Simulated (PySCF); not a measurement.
# Deuteron quadrupole couplings in 1,2,3,4-tetrahydroquinoline

Species: 1,2,3,4-tetrahydroquinoline, C₉H₁₁N.
Cartesian coordinates in Å at the PBE0-D3(BJ)/def2-SVP level; atoms count from 1:
```xyz
21
C9H11N angstrom
C      2.629   -0.773   -0.554
C      2.667    0.619   -0.467
C      1.496    1.340   -0.274
C      0.254    0.689   -0.170
C      0.208   -0.720   -0.264
C      1.400   -1.420   -0.448
C     -1.118   -1.434   -0.179
C     -2.176   -0.584    0.514
C     -2.196    0.814   -0.082
N     -0.896    1.416    0.060
H      3.546   -1.347   -0.701
H      3.618    1.150   -0.547
H      1.530    2.431   -0.197
H      1.356   -2.512   -0.511
H     -1.465   -1.687   -1.198
H     -0.992   -2.395    0.344
H     -3.171   -1.047    0.423
H     -1.947   -0.505    1.590
H     -2.517    0.752   -1.144
H     -2.936    1.442    0.438
H     -0.831    2.409   -0.114
```

Level: PBE0/pcSseg-1 (PySCF, non-relativistic); Q(2H) = 0.00286 b; rigid geometry, the same for H and D, with no vibrational averaging.

**Question.** Rank these positions by the coupling χzz of a deuteron there, largest first.
A. H14 (aromatic hydrogen)
B. H15 (methylene hydrogen)
C. H16 (methylene hydrogen)
D. H21 (N–H hydrogen)
E. H19 (methylene hydrogen)
F. H11 (aromatic hydrogen)

**Answer.** D (272 kHz), F (207 kHz), A (203 kHz), C (193 kHz), B (189 kHz), E (179 kHz).

**Question.** Give the electric field gradient Vzz (the principal value of largest size), its asymmetry and the 2H coupling at each hydrogen.

**Answer.** 
| atom | bonded to | bond length (Å) | Vzz (au) | η | χzz (kHz) |
| --- | --- | --- | --- | --- | --- |
| H11 | C1 | 1.092 | 0.3088 | 0.08 | 207 |
| H12 | C2 | 1.093 | 0.3051 | 0.06 | 205 |
| H13 | C3 | 1.094 | 0.3051 | 0.11 | 205 |
| H14 | C6 | 1.094 | 0.3018 | 0.07 | 203 |
| H15 | C7 | 1.106 | 0.2810 | 0.02 | 189 |
| H16 | C7 | 1.102 | 0.2875 | 0.03 | 193 |
| H17 | C8 | 1.101 | 0.2894 | 0.02 | 194 |
| H18 | C8 | 1.103 | 0.2834 | 0.02 | 190 |
| H19 | C9 | 1.111 | 0.2667 | 0.04 | 179 |
| H20 | C9 | 1.101 | 0.2831 | 0.06 | 190 |
| H21 | N10 | 1.010 | 0.4040 | 0.21 | 272 |

**Question.** Average by the element that carries the hydrogen.

**Answer.** on C: 196 kHz over 10 positions, mean bond length 1.100 Å; on N: 272 kHz over 1 position, mean bond length 1.010 Å.

**Question.** How does χzz go with the bond length over the 10 C–H bonds?

**Answer.** A straight-line fit has a slope of -14.5 kHz for each 0.01 Å, with a correlation coefficient of -0.99, over lengths from 1.092 to 1.111 Å. The longer bonds have the smaller couplings here.

**Question.** A static deuteron (I = 1) shows a doublet split by (3/2)χ, (3/4)χ(1 + η) and (3/4)χ(1 − η) with the field along z, y and x of the gradient. What are these for H16?

**Answer.** With |χ| = 193.2 kHz and η = 0.032: 290, 150 and 140 kHz, to first order and without motion.

The structure is a single PBE0-D3(BJ)/def2-SVP conformer in the gas phase; no vibrational or solvent corrections. With a basis this small, the couplings can be 20 % off.
